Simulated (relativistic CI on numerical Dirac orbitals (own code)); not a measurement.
Slater and spin-orbit integrals, Os⁴²⁺

Computed by Dirac-Coulomb-Breit CI, orbitals from a KLI potential per configuration, a model potential for QED, unscaled Slater integrals (own radial code, finite nucleus).

Slater integrals F^k, G^k are unscaled and averaged over j, outside the closed core [Ar] 3d10; ζ comes from projecting the Hamiltonian with its Breit term on Σ l·s of the shell.

- 4s2.4p4: F^2(4p,4p) = 257680, ζ(4p) = 586830 cm⁻¹; <r>(4p) = 0.3948, <r^2>(4p) = 0.1765 (bohr units).
- 4s.4p5: G^1(4s,4p) = 337170, ζ(4p) = 586500 cm⁻¹; <r>(4s) = 0.3849, <r^2>(4s) = 0.1666, <r>(4p) = 0.3949, <r^2>(4p) = 0.1766 (bohr units).
- 4s2.4p3.4d: F^2(4p,4p) = 257630, ζ(4p) = 587550, F^2(4p,4d) = 254220, G^1(4p,4d) = 313360, G^3(4p,4d) = 201490, ζ(4d) = 74094 cm⁻¹; <r>(4p) = 0.3949, <r^2>(4p) = 0.1766, <r>(4d) = 0.3925, <r^2>(4d) = 0.1761 (bohr units).

Averages of the first 10 configurations, taken without configuration mixing, which lowers the lowest level and can move excited configurations by several eV; other configurations of the list can lie among them:

```json
{"Configuration": "4s2.4p4", "Parity": "even", "States": "15", "Average energy above the lowest level (eV)": "76.7"}
{"Configuration": "4s.4p5", "Parity": "odd", "States": "12", "Average energy above the lowest level (eV)": "264.2"}
{"Configuration": "4s2.4p3.4d", "Parity": "odd", "States": "200", "Average energy above the lowest level (eV)": "293.1"}
{"Configuration": "4p6", "Parity": "even", "States": "1", "Average energy above the lowest level (eV)": "463.2"}
{"Configuration": "4s.4p4.4d", "Parity": "even", "States": "300", "Average energy above the lowest level (eV)": "475.6"}
{"Configuration": "4s2.4p3.4f", "Parity": "even", "States": "280", "Average energy above the lowest level (eV)": "494.9"}
{"Configuration": "4s.4p4.4f", "Parity": "odd", "States": "420", "Average energy above the lowest level (eV)": "677.7"}
{"Configuration": "4p5.4d", "Parity": "odd", "States": "60", "Average energy above the lowest level (eV)": "669.5"}
{"Configuration": "4s.4p3.4d2", "Parity": "odd", "States": "1800", "Average energy above the lowest level (eV)": "690.2"}
{"Configuration": "4s2.4p2.4d.4f", "Parity": "odd", "States": "2100", "Average energy above the lowest level (eV)": "712.0"}
```
